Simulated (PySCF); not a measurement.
dichloro(disilanyl)silane (Cl2H6Si3), SMILES [SiH3][SiH2][SiH](Cl)Cl.

The structure is a stationary point at B3LYP-D3(BJ)/def2-SVP. Other conformers were not sampled.

These are PySCF with M06-2X/def2-TZVP values and carry that method's errors.

Gas-phase values at a fixed geometry.

Computed frontier levels, gap, dipole moment and polarisability:
```
Item                                                                                                               Value
---------------------------------------------------------------------------------------------  -------------------------
highest occupied level                                                                                          -9.10 eV
lowest empty level                                                                                               0.05 eV
orbital gap                                                                                                      9.14 eV
dipole moment                                                                                                     1.76 D
quadrupole, principal values (traceless, Buckingham form, about the centre of nuclear charge)     -3.03, -0.75, 3.78 D·Å
mean static polarisability                                                                        107.1 bohr³ (15.87 Å³)
polarisability, principal values                                                               101.1, 102.2, 118.0 bohr³
```
